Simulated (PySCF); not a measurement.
Radial density of Be (beryllium, neutral)

MN15, [He] 2s2, closed-shell 1S. Calculation: PySCF 2.14, in jorge-DZP-DKH; the spin-free X2C one-electron Hamiltonian (Gaussian nucleus).

```csv
r (bohr),4πr²ρ (e/bohr)
0.00580,0.01415
0.00976,0.03922
0.0164,0.1056
0.0276,0.2710
0.0464,0.6603
0.0781,1.452
0.131,2.714
0.221,3.852
0.372,3.513
0.625,1.586
1.05,0.5094
1.77,0.7664
2.97,0.5750
5.00,0.08599
8.42,0.0006049
```

Densities and radii are taken from the X2C orbitals without a picture-change correction, which distorts them close to the nucleus.
